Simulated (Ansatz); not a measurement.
Computed with Ansatz on PBE0-D4/def2-TZVP structures; ΔE is electronic, products minus reactants. CCSD(T)/CBS adds triple-zeta CCSD(T) − MP2 to the extrapolated MP2 energy (def2 sets, frozen cores). This one scheme is used for every species. Functionals use def2-TZVPP. B3LYP here is the variant with VWN-RPA as its local correlation; programs differ in this. HSE06 is defined as in plane-wave codes. One conformer a species, not always the lowest.

Consider the formal exchange of groups at the Si–C bond: `CO[SiH2]CS` + `F[SiH2]Cl` → `CO[SiH2][SiH2]Cl` + `FCS`.

```csv
level,ΔE (kJ/mol),difference from CCSD(T)/CBS
LDA (SPW92),210.2,-26.7
r2SCAN-D4,225.2,-11.7
PBE0-D4,213.8,-23.1
B3LYP-D4,222.1,-14.8
HSE06-D4,213.4,-23.5
BHLYP-D4,233.0,-3.9
r2SCAN0,230.0,-6.9
BHLYP,231.6,-5.3
CAM-B3LYP,226.9,-10.0
MP2/def2-TZVPP,250.6,13.7
CCSD(T)/CBS,236.9,0
```

What do rigid-rotor, harmonic-oscillator terms from PBE0-D4/def2-TZVP frequencies (298.15 K, 1 bar) make of the CCSD(T)/CBS value? (Estimate.)

The calculation gave: ΔZPE = -1.0 kJ/mol, ΔH = +237.2 kJ/mol, ΔS = 12 J/(mol·K), ΔG = +233.6 kJ/mol. Modes under 50 cm⁻¹ make the entropy rough.

Largest T1 diagnostic among the species: 0.011.

At CCSD(T), def2-SVP lies −22.6 kJ/mol from the extrapolated value and def2-TZVPP −3.1 kJ/mol. From PBE to PBE0 (25 % exact exchange), in def2-TZVPP and without D4, ΔE moves by +11.1 kJ/mol. Leaving LDA and LC-ωPBE aside and taking each functional with its dispersion term where it has one, the values, not all of them listed here, spread over 30.9 kJ/mol, from PBE-D4 to ωB97M-V. LDA lies +9.1 kJ/mol from PBE without D4.
